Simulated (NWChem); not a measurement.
System meant: Ge, triplet

NWChem input:

```
start job
memory heap 200 mb stack 900 mb global 1100 mb
geometry units angstroms noautoz
  Ge     0.000000     0.000000     0.000000
end
basis spherical
  * library def2-svp
end
dft
  odft
  mult 3
  xc b3lyp
  iterations 4
  mulliken
end
task dft energy
```

End of the output:

```
    Atom       Charge   Shell Charges
 -----------   ------   -------------------------------------------------------
    1 Ge  32    32.00   2.00  2.00  1.98  1.26  0.76  5.99  5.80  1.05  1.16  7.79  2.04  0.17

     ------------------------------------------
      Spin Density - Lowdin Population Analysis
     ------------------------------------------

    Atom       Charge   Shell Charges
 -----------   ------   -------------------------------------------------------
    1 Ge  32     2.00   0.00 -0.00  0.00  0.00  0.00  0.00  0.04  0.79  1.16 -0.02  0.01  0.01

   alpha - beta orbital overlaps
   -----------------------------

   alpha      1      2      3      4      5      6      7      8      9     10
    beta      1      2      3      4      5      6      7      8      9     10
 overlap   1.000  1.000  1.000  1.000  1.000  1.000  1.000  1.000  1.000  1.000

   alpha     11     12     13     14     15     16     17     18     19     20
    beta     11     12     13     14     15     18     17     16     19     21
 overlap   1.000  1.000  0.999  0.999  0.999  0.791  0.791  1.000  1.000  0.931

   alpha     21     22     23     24     25     26     27     28     29     30
    beta     22     20     26     27     25     24     23     28     30     29
 overlap   0.931  1.000  0.797  0.797  0.966  0.966  0.999  1.000  0.898  0.898

   alpha     31     32
    beta     31     32
 overlap   0.798  0.798

     --------------------------
     Expectation value of S2:
     --------------------------
      <S2> =      2.0020 (Exact =     2.0000)

 ------------------------------------------------------------------------
 dft energy failed                                                                                  0
 ------------------------------------------------------------------------
 ------------------------------------------------------------------------
  current input line :
    16: task dft energy
 ------------------------------------------------------------------------
 ------------------------------------------------------------------------
 This type of error is most commonly associated with calculations not reaching convergence criteria
 ------------------------------------------------------------------------
 For more information see the NWChem manual at https://nwchemgit.github.io

0:dft energy failed:Received an Error in Communication
```

Task: Can this run be used? If not, why, and what is the fix?

Result: The run did not converge; its last values are not results. Cause: the SCF was allowed too few iterations. This input runs:
```
start job
memory heap 200 mb stack 900 mb global 1100 mb
geometry units angstroms noautoz
  Ge     0.000000     0.000000     0.000000
end
basis spherical
  Ge library def2-svp
end
dft
  odft
  mult 3
  xc b3lyp
  iterations 150
  mulliken
end
task dft energy
```
It converges to -2076.70395 Ha (B3LYP/def2-SVP, spin-unrestricted).
